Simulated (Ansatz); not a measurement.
A nudged elastic band was laid between two geometries of a periodic cell of 17 atoms, LiBe16 (host Be, host structure hcp, interstitial Li).

Theory: Ansatz, DFT PBE-D3(BJ), scalar-relativistic, plane waves, PAW. Settings: cutoff 420 eV, k mesh 4x4x3, gaussian smearing 0.1 eV, no spin polarisation.

- movable images: 7
- climbing image: yes
- spring: 5.0 eV/Å²
- optimiser: quadratic models (default)
- start path: straight line
- force threshold: 0.03 eV/Å
- iteration limit: 26
- end points: relaxed

Initial state:

```xyz
17
Lattice="-2.2900 -3.9664 0.0000 3.4350 -1.9832 0.0000 0.0000 0.0000 7.1769" Properties=species:S:1:pos:R:3
Be 0.067 -4.070 0.051
Be 0.026 -2.724 1.810
Be -0.273 -3.977 3.645
Be 0.028 -2.723 5.470
Be -1.050 -2.092 0.049
Be 2.525 -2.807 1.816
Be -1.174 -2.358 3.632
Be 2.527 -2.806 5.460
Be 1.275 -2.145 0.053
Be 1.356 -0.873 1.826
Be 0.331 -1.191 3.647
Be 1.357 -0.873 5.463
Be 0.130 -0.116 0.050
Be 1.200 -4.611 1.806
Be -0.512 0.419 3.633
Be 1.201 -4.615 5.465
Li 1.306 -2.744 3.641
```

Final state:

```xyz
17
Lattice="-2.2900 -3.9664 0.0000 3.4350 -1.9832 0.0000 0.0000 0.0000 7.1769" Properties=species:S:1:pos:R:3
Be -1.081 -3.653 -0.053
Be 0.083 -2.629 1.779
Be 0.201 -3.997 3.536
Be 0.082 -2.630 5.297
Be -0.825 -1.770 -0.048
Be 2.302 -2.697 1.783
Be -1.004 -2.011 3.538
Be 2.303 -2.697 5.297
Be 1.029 -1.740 -0.052
Be 1.423 -0.735 1.768
Be 1.262 -1.986 3.538
Be 1.422 -0.734 5.304
Be -0.603 0.223 -0.047
Be 1.401 -4.747 1.774
Be 0.156 -0.050 3.538
Be 1.399 -4.748 5.302
Li 0.751 -3.728 7.126
```

(1) What changes between the two ends?

(2) What energy profile does the band end with?

(3) What is the geometry of the highest image?

Results:

(1) Contacts lost: Be3–Li17, Be7–Li17, Be11–Li17, Be15–Li17. Contacts made: Be1–Li17, Be5–Li17, Be9–Li17, Be13–Li17. The atom that moves furthest is Li17, by 3.66 Å.

(2) The run converged. The highest image is number 4 of 0 to 8, 0.63 eV above the ends, which have the same energy within 2 meV. The profile has 3 maxima (images 1, 4, 6) with wells between them (images 3, 5): this band takes more than one step, which may be the mechanism or a detour left from its start path. By the program's own check the climbing image is of a kind that is not told: the force calls were inconclusive, a negative curvature could not be distinguished from the path's own, the only one lies far off the path, or fixed occupations may fill a level only in part (lowest curvatures found: -2.01 and -0.07 eV/Å²). Limits of this set-up: coarse k mesh.

```tsv
image	path coordinate (Å)	energy (eV)	Be3–Li17 (Å)	Be7–Li17 (Å)	Be11–Li17 (Å)
0	0.00	0.00	2.00	1.86	1.83
1	1.23	0.42	2.06	1.88	1.84
2	2.47	0.28	2.31	2.08	2.01
3	3.70	0.04	2.62	2.29	2.20
4	4.93	0.63	2.50	2.50	2.51
5	6.00	0.12	2.15	2.30	2.40
6	7.08	0.45	2.44	2.78	3.00
7	8.15	0.36	3.13	3.51	3.56
8	9.22	0.00	3.64	3.97	4.02
```

(3) 
```xyz
17
Lattice="-2.2900 -3.9664 0.0000 3.4350 -1.9832 0.0000 0.0000 0.0000 7.1769" Properties=species:S:1:pos:R:3
Be -0.102 -3.889 0.139
Be -0.036 -2.618 1.907
Be -0.030 -3.951 3.649
Be -0.349 -2.452 5.544
Be -1.164 -1.963 0.198
Be 2.266 -2.607 1.768
Be -1.214 -1.943 3.556
Be 2.692 -2.601 5.031
Be 1.033 -1.931 0.135
Be 1.157 -0.667 1.786
Be 1.127 -1.966 3.650
Be 1.363 -0.783 5.462
Be -0.086 0.062 -0.222
Be 1.103 -4.623 1.767
Be 0.069 -0.046 3.317
Be 1.301 -5.001 5.014
Li 1.181 -3.336 5.749
```

Time of the run: 36 min on 1 thread of Arm Neoverse V1, on a shared host, peak memory 0.7 GiB.
